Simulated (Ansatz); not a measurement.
H$_{12}$O$_{6}$Ti (SMILES [OH2]->[Ti+3](<-[OH2])(<-[OH2])(<-[OH2])(<-[OH2])<-[OH2]), charge +3, doublet, geometry from GFN2-xTB (such geometries of metal compounds can be far from the true shape); BHLYP/STO-3G in Ansatz (a program for electronic structure).

Ansatz was given this input:
Ansatz 0.2 input:
```yaml
crystal:
  periodic: [false, false, false]
  atoms:
    - {symbol: Ti, position_ang: [0.00000000, -0.00000000, 0.00000000]}
    - {symbol: O, position_ang: [-0.62795870, 1.69434690, -0.91677950]}
    - {symbol: H, position_ang: [-1.52378457, 2.08531234, -0.97029631]}
    - {symbol: H, position_ang: [-0.07297740, 2.32338839, -1.42299588]}
    - {symbol: O, position_ang: [1.55687199, 1.05393829, 0.75564005]}
    - {symbol: H, position_ang: [1.51375231, 1.93929188, 1.17306331]}
    - {symbol: H, position_ang: [2.50792783, 0.82637641, 0.79957606]}
    - {symbol: O, position_ang: [1.04511822, -0.45152455, -1.67615085]}
    - {symbol: H, position_ang: [1.96574695, -0.76859606, -1.77680075]}
    - {symbol: H, position_ang: [0.72000546, -0.39573026, -2.59872397]}
    - {symbol: O, position_ang: [-1.04511822, 0.45152455, 1.67615085]}
    - {symbol: H, position_ang: [-1.96574695, 0.76859606, 1.77680075]}
    - {symbol: H, position_ang: [-0.72000546, 0.39573026, 2.59872397]}
    - {symbol: O, position_ang: [-1.55687199, -1.05393829, -0.75564005]}
    - {symbol: H, position_ang: [-1.51375231, -1.93929188, -1.17306331]}
    - {symbol: H, position_ang: [-2.50792783, -0.82637641, -0.79957606]}
    - {symbol: O, position_ang: [0.62795870, -1.69434690, 0.91677950]}
    - {symbol: H, position_ang: [0.07297740, -2.32338839, 1.42299588]}
    - {symbol: H, position_ang: [1.52378457, -2.08531234, 0.97029631]}
basis:
  gaussian:
    orbitals: STO-3G
hamiltonian:
  xc: {name: BHLYP}
total_charge: 3
magnetization: {spin_polarized: true, initial_magnetization: 1}
accuracy: high
```

**Question.** Write the output that Ansatz gives for this input, abridged.

**Answer.** 
```
Functional definition: BHLYP
1531 factors; integrals over basis functions are off by at most 3.5e-9 eV
mean field evaluation 1: about -35151.8135 eV, gradient 4.0e1 eV
mean field evaluation 2: about -35158.7636 eV, gradient 2.3e1 eV
mean field evaluation 4: about -35161.4725 eV, gradient 2.9e-1 eV
mean field evaluation 8: about -35161.5050 eV, gradient 3.2e-3 eV
mean field evaluation 16: about -35161.5050 eV, gradient 7.3e-6 eV
mean field -35161.50502050 eV, -1292.1614761794 hartree, gradient 5.3e-8 eV, S^2 0.750737; 2 other end points of the search recorded, 0 dependent functions left out
reference -35161.50505436 eV, -1292.1614774236 hartree; 40, 39 occupied and 20, 21 virtual orbitals, 1531 factors
Total energy: -35161.50505436 eV, -1292.1614774236 hartree
```
